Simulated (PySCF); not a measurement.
SMILES CS/C=C\O, singlet at its GFN2-xTB optimised geometry (Å):

```
11

C      1.1075     1.4771    -0.0494
S      2.1084    -0.0369     0.0011
C      0.9439    -1.3462     0.0000
C     -0.3849    -1.3462     0.0000
O     -1.1849    -0.2315     0.0000
H      1.8146     2.3009    -0.0547
H      0.5086     1.4865    -0.9529
H      0.4754     1.5258     0.8299
H      1.4574    -2.2930     0.0026
H     -0.8981    -2.3009    -0.0009
H     -2.1084    -0.4958    -0.0056
```

Computed with PBE/def2-TZVP (PySCF 2.14.0). Cells within 0.4 Å of a nucleus heavier than hydrogen are left out (blank, or x).

Map of the deformation density (molecule minus spherical neutral atoms) (e/bohr³) on the plane z = 0.0 Å:

```
|1111111111111111111111111|
|1111111111111111111111111|
|1111111111111111111111111|
|1111111111111111111111111|
|1111111111111111111111111|
|1111111111111111211111111|
|1111111111111102781111111|
|1111111111111114851111111|
|11111111111112xxx21111111|
|111111111111112x321111111|
|1111111112111112430011111|
|1111111113211111221111111|
|11111012xx2000100xx321111|
|11111029xx00001222x221111|
|1111101422611214520111111|
|11111101113x78xx310111111|
|1111111111xx78xx311111111|
|1111111114941128721111111|
|1111111114930016911111111|
|1111111111111111101111111|
|1111111111111111111111111|
|1111111111111111111111111|
|1111111111111111111111111|
|1111111111111111111111111|
|1111111111111111111111111|
```
Scale: ten equal steps from -0.025 (start of '0') to 0.110 (end of '9'), in the order '0123456789'; x runs from -4.50 to 4.50, y from -4.50 (bottom) to 4.50 (top).
